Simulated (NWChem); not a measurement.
System: MgF₂; SMILES [F][Mg][F]

The following NWChem deck was run.

```
start job
memory heap 200 mb stack 900 mb global 1100 mb
geometry units angstroms noautosym nocenter noautoz
  Mg     0.000000     0.000000    -0.047706
  F      1.735314     0.000000    -0.047666
  F     -1.735314     0.000000    -0.047666
end
basis spherical
  Mg library pcsseg-1
  F library pcsseg-1
end
dft
  xc xpbe96 cpbe96
  iterations 150
end
property
  shielding 2 1 2
end
task dft property
```

Geometry: optimised at B3LYP/6-31G* (spherical d).

GIAO values for the isolated, static molecule; σ is the absolute isotropic shielding, δ = σ(reference) − σ with the isolated reference molecule computed at the same levels (19F: trichlorofluoromethane).

Atoms are numbered as in the input.

### Question
What results follow from this input? (PBE/pcSseg-1, GIAO.) Quantities: σ Mg1 (ppm); δ F2 (ppm).

### Answer
The σ Mg1 (ppm) comes out as 522.1 and the δ F2 (ppm) comes out as -297.1.
